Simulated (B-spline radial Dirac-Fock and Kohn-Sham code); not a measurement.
# Binding energies of Eu³⁺ at several levels of theory

System: the Eu³⁺ ion, configuration [Xe] 4f5 5d1 (not the ground configuration).

The density-functional columns are spherical, spin-unpolarised Dirac-Kohn-Sham results without Breit or QED terms: −ε is minus the orbital energy of the initial state and ΔSCF the difference of two total energies. The reference in the last column comes from multi-electron Dirac-Fock with separately optimised hole states, Breit and Lamb-shift corrections added in first order. All numbers are from a radial atomic solver, in eV; a selection of levels is shown. The Kohn-Sham columns are given as differences from the reference. For the 1s level of heavy atoms much of the gap between ΔSCF and the reference is the Breit and QED part, -204.8 eV here; for other levels the error of the functional can be larger.

| level | LDA −ε − DF | LDA ΔSCF − DF | Dirac-Fock |
| --- | --- | --- | --- |
| 1s | -258.0 | +191.9 | 48564.1 |
| 2s | -142.5 | -59.6 | 8106.3 |
| 2p1/2 | -105.0 | -0.5 | 7665.9 |
| 2p3/2 | -111.9 | -17.5 | 7025.6 |
| 3s | -71.9 | -45.3 | 1857.0 |
| 3p1/2 | -57.2 | -29.1 | 1667.7 |
| 3p3/2 | -56.3 | -29.9 | 1535.0 |
| 3d3/2 | -36.1 | -5.5 | 1211.4 |
| 3d5/2 | -36.8 | -6.8 | 1183.3 |
| 4s | -34.8 | -22.1 | 421.1 |
| 4p1/2 | -27.5 | -15.1 | 346.3 |
| 4p3/2 | -27.6 | -15.5 | 316.8 |
| 4d3/2 | -14.4 | -2.7 | 192.0 |
| 4d5/2 | -14.5 | -2.9 | 186.7 |
| 4f | -6.7 | +3.4 | 47.16 |
| 5s | -10.0 | -2.6 | 87.00 |
| 5p1/2 | -5.6 | +1.3 | 63.15 |
| 5p3/2 | -5.6 | +1.1 | 58.59 |
| 5d | -4.1 | +1.1 | 30.76 |

Values without a named source are computed, but for edge energies of neutral atoms, which are taken from tables.
